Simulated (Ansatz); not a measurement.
The cluster Al₆Ga⁺. Charge 1, multiplicity 3. Geometry PBE0-D4/def2-SVP, that of the neutral doublet.

```tsv
atom	x (Å)	y (Å)	z (Å)
Ga1	1.1037	-0.9810	-1.4357
Al2	-0.4876	-1.9453	0.7305
Al3	1.6820	-0.5974	1.2177
Al4	-1.4046	2.1023	-0.4384
Al5	1.1264	1.3441	-0.4161
Al6	-1.3507	-0.4285	-1.1675
Al7	-0.6692	0.5059	1.5095
```

At HF/def2-TZVP the charge 1 triplet is spin-contaminated (final ⟨S²⟩ up to 2.73, 2.00 for a pure state). At PBE-D4/def2-TZVP the gap within one spin of the charge 1 triplet nearly closes, so an electron or hole may be smeared out by delocalisation error. At PBE0-D4/def2-TZVP a singlet of charge 1 lies 0.74 eV below the triplet at the same geometry. The structure comes from a short search, and lower isomers may exist.

Problem. Estimate the α-spin orbital energies around the gap (eV) in Ansatz with HF/def2-TZVP, PBE-D4/def2-TZVP, PBE0-D4/def2-TZVP.

Solution. 
```
orbital  HF/def2-TZVP  PBE-D4/def2-TZVP  PBE0-D4/def2-TZVP
 HOMO−5        -12.47            -10.42             -11.08
 HOMO−4        -12.32            -10.26             -10.92
 HOMO−3        -11.59             -9.52             -10.21
 HOMO−2        -11.21             -9.30              -9.97
 HOMO−1        -11.05             -9.28              -9.95
   HOMO        -10.68             -8.18              -8.89
   LUMO         -4.53             -7.54              -7.00
 LUMO+1         -4.19             -7.30              -6.72
 LUMO+2         -4.17             -7.25              -6.68
 LUMO+3         -3.31             -6.55              -5.93
 LUMO+4         -3.13             -6.40              -5.78
 LUMO+5         -2.61             -5.90              -5.27
 β HOMO        -11.03             -9.14              -9.80
 β LUMO         -5.33             -9.00              -8.35
```
